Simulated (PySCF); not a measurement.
Computed IR spectrum (relative IR intensity) of a molecule C2H3F3Si. The structure is a stationary point at PBE-D3(BJ)/def2-SVP. The values are those of a single conformer. Level of theory: PBE-D3(BJ)/def2-SVP run with PySCF. Frequencies are harmonic and unscaled.

Lines under 2 % of the strongest are left out, and lines within 2 cm⁻¹ are merged.

```tsv
ν (cm⁻¹)	relative intensity
266	3.6
304	5.2
333	19
410	18
536	15
660	2.8
861	100
942	49
950	80
972	17
987	29
999	7.2
1234	2.3
1373	11
1624	7.9
3063	2.9
```

Problem. Which structure fits?
A. F[SiH2]C=C(F)F
B. C=C[Si](F)(F)F
C. C=C(F)[SiH](F)F
D. F/C=C(/F)[SiH2]F

Solution. B, C=C[Si](F)(F)F
